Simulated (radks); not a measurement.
Initial-state core-level shifts of the niobium ion Nb+ when its valence configuration changes from [Kr] 4d4. Calculated with a radial shooting solver on a logarithmic mesh with Libxc functionals: scalar-relativistic Kohn-Sham, r2SCAN, spin-unpolarised, spherical densities, finite nucleus; meta-GGA in the generalised Kohn-Sham scheme; Fermi nuclear charge, rms radius 4.324 fm. Shifts are changes of the shell-averaged eigenvalues in eV (positive: less bound); the change of the density at the nucleus, which sets a Mossbauer isomer shift, is in e/bohr^3, on a base of 8.401e+04.

valence              1s      2p      3d      4s  density at nucleus
4d3 5s1          -3.247  -3.456  -3.435  -3.163             +14.508
4d2 5p2          -9.359  -9.782  -9.717  -8.983              +4.896
4d3 5p1          -4.472  -4.652  -4.639  -4.377              +1.972
4d2 5s0.5 5p1.5  -8.765  -9.198  -9.131  -8.409             +11.676
4d2 5s2          -6.923  -7.386  -7.312  -6.616             +32.305
4d2 5s1 5p1      -8.162  -8.606  -8.537  -7.824             +18.444
4d3.5 5p0.5      -2.183  -2.266  -2.264  -2.155              +0.872
4d2 5s1.5 5p0.5  -7.549  -8.003  -7.931  -7.227             +25.287
